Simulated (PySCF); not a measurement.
CH3Se2, doublet, at a GFN2-xTB geometry; CAMB3LYP/def2-SV(P) run with PySCF.

Here is a job for PySCF.
```python
from pyscf import gto, scf, dft

mol = gto.M(
    atom='''
C    -2.115472   -0.418797    0.074881
Se   -0.554195    0.772414   -0.092372
Se    1.138492   -0.643262    0.069978
H    -2.072655   -0.923079    1.036731
H    -3.009808    0.192204    0.006492
H    -2.090800   -1.147513   -0.731129
''',
    basis='def2-sv(p)',
    charge=0,
    spin=1,
    verbose=4,
)

mf = dft.UKS(mol)
mf.xc = 'camb3lyp'
mf.kernel()
mf.analyze()
```

Question: What does PySCF print? Leave out banner, timings and long lists.

Answer: 
```
PySCF version 2.14.0

[INPUT] verbose = 4
[INPUT] num. atoms = 6
[INPUT] num. electrons = 77
[INPUT] charge = 0
[INPUT] spin (= nelec alpha-beta = 2S) = 1
[INPUT] symmetry False subgroup None
[INPUT] Mole.unit = angstrom
[INPUT] Symbol           X                Y                Z      unit          X                Y                Z       unit  Magmom
[...]
nuclear repulsion = 410.232589401843
number of shells = 36
number of NR pGTOs = 184
number of NR cGTOs = 84
basis = def2-sv(p)
ecp = {}

******** <class 'pyscf.dft.uks.UKS'> ********
method = UKS
initial guess = minao
damping factor = 0
level_shift factor = 0
DIIS = <class 'pyscf.scf.diis.CDIIS'>
diis_start_cycle = 1
diis_space = 8
diis_damp = 0
SCF conv_tol = 1e-09
SCF conv_tol_grad = None
SCF max_cycles = 50
direct_scf = True
direct_scf_tol = 1e-13
number electrons alpha = 39  beta = 38
XC library pyscf.dft.libxc version 7.1.2
    S. Lehtola, C. Steigemann, M. J. T. Oliveira, and M. A. L. Marques,  SoftwareX 7, 1–5 (2018)
XC functionals = camb3lyp
    T. Yanai, D. P. Tew, and N. C. Handy,  Chem. Phys. Lett. 393, 51 (2004)
radial grids:
    Treutler-Ahlrichs [JCP 102, 346 (1995); DOI:10.1063/1.469408] (M4) radial grids

becke partition: Becke, JCP 88, 2547 (1988); DOI:10.1063/1.454033
pruning grids: <function nwchem_prune>
grids dens level: 3
symmetrized grids: False
atomic radii adjust function: <function treutler_atomic_radii_adjust>
small_rho_cutoff = 0
Set gradient conv threshold to 3.16228e-05
tot grids = 84392
init E= -4840.96033580035

cycle= 1 E= -4842.58007317481  delta_E= -1.62  |g|= 0.214  |ddm|= 1.88
cycle= 2 E= -4842.57632741614  delta_E= 0.00375  |g|= 0.251  |ddm|= 0.595
cycle= 3 E= -4842.60938160751  delta_E= -0.0331  |g|= 0.0356  |ddm|= 0.344
cycle= 4 E= -4842.61005577933  delta_E= -0.000674  |g|= 0.0128  |ddm|= 0.041
cycle= 5 E= -4842.61033806553  delta_E= -0.000282  |g|= 0.00584  |ddm|= 0.0368
cycle= 6 E= -4842.61042766146  delta_E= -8.96e-05  |g|= 0.00394  |ddm|= 0.0204
cycle= 7 E= -4842.61047070161  delta_E= -4.3e-05  |g|= 0.00144  |ddm|= 0.0173
cycle= 8 E= -4842.61047961343  delta_E= -8.91e-06  |g|= 0.000473  |ddm|= 0.0104
cycle= 9 E= -4842.6104799371  delta_E= -3.24e-07  |g|= 0.000174  |ddm|= 0.00145
cycle= 10 E= -4842.61047998264  delta_E= -4.55e-08  |g|= 4.35e-05  |ddm|= 0.000667
cycle= 11 E= -4842.61047998658  delta_E= -3.94e-09  |g|= 1.48e-05  |ddm|= 0.000162
cycle= 12 E= -4842.61047998718  delta_E= -6e-10  |g|= 7.32e-06  |ddm|= 6.36e-05
[...]
converged SCF energy = -4842.61047998725  <S^2> = 0.7535148  2S+1 = 2.0035117
Total Energy =                       -4842.610479987246435
[...]
spin_pop of  1 Se 4dxz     -0.00031
spin_pop of  1 Se 4dx2-y2   -0.00036
spin_pop of  1 Se 5dxy     -0.00000
spin_pop of  1 Se 5dyz      0.00001
spin_pop of  1 Se 5dz^2     0.00000
spin_pop of  1 Se 5dxz      0.00002
spin_pop of  1 Se 5dx2-y2    0.00000
spin_pop of  2 Se 1s        0.00000
spin_pop of  2 Se 2s        0.00000
spin_pop of  2 Se 3s       -0.00000
spin_pop of  2 Se 4s        0.00384
spin_pop of  2 Se 5s        0.00011
spin_pop of  2 Se 2px       0.00000
spin_pop of  2 Se 2py       0.00000
spin_pop of  2 Se 2pz       0.00000
spin_pop of  2 Se 3px      -0.00000
spin_pop of  2 Se 3py      -0.00000
spin_pop of  2 Se 3pz       0.00006
spin_pop of  2 Se 4px       0.00364
spin_pop of  2 Se 4py       0.01422
spin_pop of  2 Se 4pz       0.68115
spin_pop of  2 Se 5px       0.00011
spin_pop of  2 Se 5py       0.00012
spin_pop of  2 Se 5pz       0.00056
spin_pop of  2 Se 3dxy     -0.00001
spin_pop of  2 Se 3dyz     -0.00003
spin_pop of  2 Se 3dz^2    -0.00004
spin_pop of  2 Se 3dxz     -0.00003
spin_pop of  2 Se 3dx2-y2   -0.00001
spin_pop of  2 Se 4dxy     -0.00010
spin_pop of  2 Se 4dyz     -0.00079
spin_pop of  2 Se 4dz^2     0.00049
spin_pop of  2 Se 4dxz     -0.00128
spin_pop of  2 Se 4dx2-y2   -0.00018
spin_pop of  2 Se 5dxy      0.00000
spin_pop of  2 Se 5dyz      0.00001
spin_pop of  2 Se 5dz^2     0.00001
spin_pop of  2 Se 5dxz      0.00001
spin_pop of  2 Se 5dx2-y2    0.00000
spin_pop of  3 H 1s        0.00673
spin_pop of  3 H 2s        0.00001
spin_pop of  4 H 1s       -0.00013
spin_pop of  4 H 2s       -0.00002
spin_pop of  5 H 1s        0.00673
spin_pop of  5 H 2s        0.00001
 ** Mulliken Spin Density (per atom)  **
spin density of  0 C =     -0.01408
spin density of  1 Se =      0.29888
spin density of  2 Se =      0.70186
spin density of  3 H =      0.00674
spin density of  4 H =     -0.00015
spin density of  5 H =      0.00674
 ** Mulliken pop alpha/beta on meta-lowdin orthogonal AOs **
 ** Mulliken pop       alpha | beta **
In total            39.00000 | 38.00000
 ** Mulliken atomic charges   ( Nelec_alpha | Nelec_beta ) **
charge of  0C =     -0.35811  (     3.17201      3.18609 )
charge of  1Se =      0.19392  (    17.05248     16.75360 )
charge of  2Se =     -0.18285  (    17.44235     16.74049 )
charge of  3H =      0.11732  (     0.44471      0.43797 )
charge of  4H =      0.11239  (     0.44373      0.44388 )
charge of  5H =      0.11732  (     0.44471      0.43797 )
Dipole moment(X, Y, Z, Debye): -2.13945, -0.03804,  0.02679
```
